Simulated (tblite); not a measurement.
Task: What does the GFN2-xTB structure of cyclohexanecarbonyl chloride (`O=C(Cl)C1CCCCC1`) look like in three dimensions?

Result: 
```
atom  x, y, z in Å
O1     1.7888   -1.4782    1.2893
C2     1.9055   -0.5236    0.6004
Cl3    3.2337    0.6166    0.9398
C4     1.1056   -0.1108   -0.5968
C5     0.4765    1.2779   -0.4052
C6    -0.6016    1.2391    0.6727
C7    -1.6866    0.2346    0.2984
C8    -1.0847   -1.1571    0.1345
C9     0.0251   -1.1519   -0.9141
H10    1.8153   -0.0525   -1.4310
H11    1.2487    2.0022   -0.1454
H12    0.0295    1.5836   -1.3533
H13   -0.1534    0.9542    1.6271
H14   -1.0358    2.2339    0.7895
H15   -2.1570    0.5438   -0.6383
H16   -2.4579    0.2145    1.0700
H17   -0.6777   -1.4927    1.0888
H18   -1.8587   -1.8658   -0.1661
H19    0.4792   -2.1425   -0.9717
H20   -0.3997   -0.9145   -1.8917
```

Any rigid rotation of these coordinates is as good. Atoms count from 1 in this order. The 6-membered ring C4–C5–C6–C7–C8–C9 has internal angles of 110.3° to 111.9° (sum 665°, against 720° for a flat polygon); it is puckered, 0.24 Å rms from its mean plane, widest ring torsion 59°. The 7 C–C bonds span 1.498 Å (C2–C4, drawn single) to 1.537 Å (C4–C5, drawn single), a spread of 0.039 Å. Of the pairs four or more bonds apart, Cl3···H11 is among the closest relative to their van der Waals radii: 2.65 Å, 90 % of the sum of Bondi's values.

Bonds between heavy atoms (Å): O1=C2 1.183, C2–Cl3 1.783, C2–C4 1.498, C4–C5 1.537, C5–C6 1.525, C6–C7 1.525, C7–C8 1.525, C8–C9 1.527, C4–C9 1.534.

Computed geometry: GFN2-xTB, gas phase.

Point group: C1 (no symmetry element, even within 0.4 Å). Its GFN2-xTB frequencies are all real (lowest 34 cm⁻¹). One conformer, not necessarily the lowest (O1–C2–C4–C5 122°, C2–C4–C5–C6 -68°, C4–C5–C6–C7 -59°, C5–C6–C7–C8 59°, C6–C7–C8–C9 -57°).
